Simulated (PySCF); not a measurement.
Vertical excitations of a molecule C6H5F from PySCF with TDA-M06-2X/def2-SVPD, as energy in eV (oscillator strength): 4.30 (0.000), 5.48 (0.000), 5.83 (0.188), 6.34 (0.000), 6.40 (0.001), 6.49 (0.000), 7.09 (0.000), 7.24 (1.079), 7.53 (0.376), 7.65 (0.002). Lowest triplet (TDA): 3.84 eV. Geometry optimised at B3LYP-D3(BJ)/def2-SVP. Other conformers were not sampled.

**Question.** Which structure fits?
A) C#CC1=CC[C@H]1F
B) C#C[C@@H](F)C=C=C
C) C#CC1=C[C@@H](F)C1
D) C=C=C(F)C#CC

**Answer.** D, C=C=C(F)C#CC
